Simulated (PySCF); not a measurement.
# Spin states of SeBr⁺

Unrestricted PBE0; basis Se x2c-SVPall, Br x2c-SVPall; spin-free X2C with a Gaussian nucleus; PySCF 2.14. Outer shells of the fragments: Se+ 3d10 4s2 4p3; Br 3d10 4s2 4p5.

Followed along the bond (rough minima from three points):

```
2Ms+1    unpaired  ⟨S²⟩ at the start  R at minimum (Å)  Te (eV)
    3        π ↑↑               2.01              2.19     0.00
    1        π ↑↓               1.01              2.18     0.31
    1        none               0.00              2.18     1.22
    5  σ ↑, π ↑↑↑               6.00  none in the scan   ≤ 2.84
```

Solutions found at the starting distance of 2.330 Å, counted from the lowest of them; the search is not exhaustive and high or unbound solutions are not listed, so other states can lie among these:

| 2Ms+1 | unpaired | term | E (eV) | ⟨S²⟩ | ⟨Lz²⟩ | μ (D) |
| --- | --- | --- | --- | --- | --- | --- |
| 3 | π ↑↑ | ³Σ⁻ | 0.00 | 2.01 | 0.00 | -1.79 |
| 1 | π ↑↓ | mixed | 0.32 | 1.01 | 2.01 | -1.60 |
| 1 | none | mixed | 1.24 | 0.00 | 2.00 | -1.17 |
| 3 | π ↑↑ | mixed | 2.60 | 2.00 | 2.01 | 1.08 |
| 3 | σ ↑, π ↑ | mixed | 2.96 | 2.47 | 1.02 | -1.24 |
| 1 | σ ↓, π ↑ | mixed | 3.29 | 1.41 | 1.01 | -1.11 |

A term symbol is given only where ⟨S²⟩ and ⟨Lz²⟩ are close to those of a pure state; real π, δ and φ orbitals otherwise mix terms. A positive dipole points towards Br; it is taken about the centre of mass and depends on that origin.

Spin–orbit coupling is left out. Counting both spins, an empty level lies below a filled one in some of these solutions, because spin and occupation are held.
